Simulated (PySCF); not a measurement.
A calculated (BP86, PySCF 2.14, Sapporo-DKH3-DZP-2012, the spin-free X2C one-electron Hamiltonian (Gaussian nucleus)) atom or ion has these occupied shells.

```csv
shell,electrons,orbital energy (eV),"rms radius, mean of both spins (bohr)"
1s α,1,-8846.1,0.0601
1s β,1,-8846.1,0.0601
2s β,1,-1062.0,0.255
2s α,1,-1062.0,0.255
2p β,3,-916.85,0.228
2p α,3,-916.84,0.228
3s β,1,-113.95,0.766
3s α,1,-113.92,0.766
3p β,3,-71.458,0.816
3p α,3,-71.439,0.816
4s α,1,-4.911,3.15
3d α,5,-4.564,1.21
3d β,5,-4.400,1.21
```

**Question.** Name the element and its charge.

**Answer.** Cu (copper, neutral), in [Ar] 3d10 4s1, 2S determinant.
